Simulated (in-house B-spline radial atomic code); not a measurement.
# Excitations of Al XII (Al11+) by several methods

Full response, energies in eV; labels give the largest channel, * marks a mixed state, a dash one above the method's threshold, and an imaginary frequency an unstable closed-shell reference. Computed with an all-electron radial atomic-structure program (B-spline basis): linear response of the closed shell 1s2 with each method's own kernel (bare exchange for TDHF, static screening on G0W0 levels for BSE, the adiabatic kernel for functionals); non-relativistic, point nucleus, no spin-orbit coupling, no double excitations, S, P, D and F terms only.

```
           method  1s → 2s 3S  1s → 2p 3P  1s → 2s 1S  α (bohr³)
             TDHF     1572.62     1585.47     1587.10  0.0003529
              PBE           ?           ?           ?          ?
LDA exchange-only           ?           ?           ?          ?
             BLYP     1524.04     1543.18     1549.99  0.0003581
             RPBE     1543.87     1559.07     1557.18  0.0003581
          LC-wPBE     1542.74     1558.16     1555.92  0.0003585
```

Problem. What does PBE give?

Solution. 1s → 2s 3S: 1543.79; 1s → 2p 3P: 1558.81; 1s → 2s 1S: 1557.08; α: 0.0003585 (eV, bohr³).

Problem. What does LDA exchange-only give?

Solution. 1s → 2s 3S: 1536.46; 1s → 2p 3P: 1551.54; 1s → 2s 1S: 1549.80; α: 0.000362 (eV, bohr³).
